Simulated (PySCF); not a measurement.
Several structures and their simulated spectra, in scrambled order.

A. SMILES C[Si@H](Cl)/C(F)=C\[SiH3]
B. SMILES ClC[SiH2]OC(=C)C
C. `CN1CCC(C(F)F)=C1F`
D. SMILES Clc1ccc2ccccc2p1

Spectrum 1. 13C{1H} NMR (computed): δ 187.9 (C), 162.0 (C), 139.4 (CH), 138.7 (CH), 137.8 (CH), 137.1 (CH), 137.0 (C), 134.0 (CH), 130.6 (CH).

Spectrum 2. 13C{1H} NMR (computed): δ 185.9 (C), 116.5 (CH), 3.3 (CH3).

Spectrum 3. 13C{1H} NMR (computed): δ 168.1 (C), 117.2 (CH), 83.6 (C), 51.6 (CH2), 33.8 (CH3), 23.8 (CH2).

Spectrum 4. 13C{1H} NMR (computed): δ 165.0 (C), 92.3 (CH2), 28.5 (CH2), 24.9 (CH3).

Averaged over atoms made equivalent by symmetry, fast rotation or ring inversion, gas phase, a single conformation, no relativistic terms. Coordinates at the GFN2-xTB level; NMR shieldings at PBE0/pcSseg-1/GIAO; PySCF 2.14.

Referencing at the same level of theory: 13C (σref 186.93) against TMS. Splittings of carbon signals by F and P are missing where no couplings were computed. Shifts are as computed. Against solution values, carbons near 30 ppm lie about +3 ppm off and those near 130 ppm about +5 ppm; carbons on Cl a further +6 ppm. Of 1211 compounds with measured shifts, 218 miss one by over three times the rms of a fit or turn the order of signals round; such compounds aren't used in these exercises. Carbons bonded to Cl come out too deshielded.

Match each spectrum to its structure.

Answers

1–D, 2–A, 3–C, 4–B.

- Spectrum 1 (D): 9 13C signals; δC 139.4 is an aromatic CH; δC 138.7 is an aromatic CH.
- Spectrum 2 (A): 3 13C signals; δC 116.5 is an alkene CH; δC 3.3 is a methyl carbon bonded to Si.
- Spectrum 3 (C): 6 13C signals; δC 168.1 is an alkene carbon bearing nitrogen; δC 117.2 is an allylic sp3 CH bonded to 2 F.
- Spectrum 4 (B): 4 13C signals; δC 165.0 is an alkene carbon bearing oxygen; δC 92.3 is a β carbon of an enol-ether or enamine type C=C.
